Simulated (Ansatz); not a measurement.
```yaml
atoms:
  - { symbol: S, position_ang: [0.0000, 0.0000, 1.1893] }
  - { symbol: C, position_ang: [0.0000, 1.2350, -0.0031] }
  - { symbol: C, position_ang: [0.0000, -1.2350, -0.0031] }
  - { symbol: C, position_ang: [0.0000, 0.7120, -1.2695] }
  - { symbol: C, position_ang: [0.0000, -0.7120, -1.2695] }
  - { symbol: H, position_ang: [0.0000, 2.2833, 0.2931] }
  - { symbol: H, position_ang: [0.0000, -2.2833, 0.2931] }
  - { symbol: H, position_ang: [0.0000, 1.3256, -2.1717] }
  - { symbol: H, position_ang: [0.0000, -1.3256, -2.1717] }
```

Basis set: def2-TZVP (spherical functions). Frozen core: 9 orbitals. Charge 0, multiplicity 1.

Computed with Ansatz (development build ahead of 0.2.0); each method stands on the lowest determinant of its kind that the runs found. Restricted open shells among the atoms or ions are ROHF, correlated in semicanonical orbitals with singles.

Q: Give the atomization energy at this shape (free ground-state atoms in the same class of orbitals less the molecule, no zero-point energy) of singlet C4H4S by RHF-MP2, RHF.

A:

```json
{"method": "RHF-MP2", "atomization energy": "41.53 eV"}
{"method": "RHF", "atomization energy": "30.79 eV"}
```
